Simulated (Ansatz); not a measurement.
Ansatz results at the PBE0-D4/def2-TZVP geometry: HOMO energy (B3LYP/def2-TZVPP) -7.73 eV; LUMO energy (PBE0/def2-TZVPP) -1.02 eV; size of the dipole moment (PBE/def2-TZVPP) 0.80 D.

Each molecule was computed in one conformer, which needn't be the lowest.

(1) Which molecule gave them?
A. `O[SiH](O)/C=[CH]\[GeH3]`
B. `Cl[SiH2]C#C[SiH2]Cl`
C. `[OH][GeH2][SiH](O)O`
D. `O[Si](O)(Cl)[GeH2][Cl]`

Answers

(1) A. The others give `Cl[SiH2]C#C[SiH2]Cl`: -8.35, -1.63, 0.01; `[OH][GeH2][SiH](O)O`: -7.76, -0.45, 0.84; `O[Si](O)(Cl)[GeH2][Cl]`: -7.96, -0.81, 1.74.

B3LYP here is the variant with VWN-RPA as its local correlation; programs differ in this.
